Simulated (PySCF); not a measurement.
A PySCF script (with the pyscf-properties extension) for the NMR shieldings of SMILES C(#C)CPCCC, C6H11P, on a GFN2-xTB geometry:

```python
import basis_set_exchange as bse
import numpy as np
from pyscf import gto, dft
from pyscf.prop import nmr

atoms = """
C    -2.628046    1.753413   -0.320374
C    -2.373379    0.589440   -0.202248
C    -2.065641   -0.814680   -0.075451
P    -0.835106   -1.377309   -1.377375
C     0.760446   -0.967079   -0.506386
C     1.066059    0.527115   -0.548888
C     2.449311    0.831351    0.013451
H    -2.856889    2.772599   -0.413290
H    -1.672948   -1.026703    0.924388
H    -2.980088   -1.395690   -0.233333
H    -0.853824   -2.710522   -0.932929
H     0.730719   -1.324183    0.527882
H     1.546691   -1.517791   -1.032655
H     1.007548    0.874190   -1.583626
H     0.308483    1.070492    0.021066
H     2.647221    1.899954   -0.020730
H     3.216989    0.319752   -0.563817
H     2.523695    0.501967    1.047900
"""
names = dict.fromkeys(["C", "P", "H"], "pcSseg-1")
basis = {el: gto.basis.parse(bse.get_basis(n, elements=[el], fmt="nwchem")) for el, n in names.items()}
mol = gto.M(atom=atoms, basis=basis, charge=0, verbose=0)
mf = dft.RKS(mol, xc="PBE0")
mf.grids.level = 2
mf.grids.alignment = dft.numint.BLKSIZE   # the property module wants whole blocks of grid points
mf.conv_tol = 1e-9
mf.kernel()

calc = nmr.RKS(mf)   # GIAO
C = mf.mo_coeff
Co = C[:, mf.mo_occ > 0]
resp = mf.gen_response(singlet=True, hermi=2)
def vind(x):   # induced exchange potential for any number of trial vectors
    d = np.einsum("pi,xij,qj->xpq", C, 2 * x.reshape(-1, C.shape[1], Co.shape[1]), Co, optimize=True)
    return np.einsum("xpq,pi,qj->xij", resp(d - d.transpose(0, 2, 1)), C, Co, optimize=True).ravel()
mo1, _ = nmr.rhf.solve_mo1(calc, with_cphf=vind)
sigma = calc.kernel(mo1)
for i, s in enumerate(sigma):   # ppm
    print("%2d %-2s %9.2f" % (i, mol.atom_pure_symbol(i), np.trace(s) / 3))
```

Problem. What does it print?

Solution. 
```
 0 C     110.44
 1 C      98.37
 2 C     169.72
 3 P     413.43
 4 C     152.52
 5 C     160.84
 6 C     167.52
 7 H      30.29
 8 H      29.09
 9 H      29.12
10 H      28.11
11 H      29.84
12 H      30.24
13 H      30.28
14 H      29.52
15 H      30.31
16 H      30.77
17 H      30.72
```

These numbers come from an equivalent density-fitted implementation of the same equations, which agrees with the script to about 0.01 ppm for H and up to a few tenths of a ppm for heavy atoms, so last digits may differ.

Size and cost of the density-fitted run: 181 basis functions, of the order of 70 core-seconds.
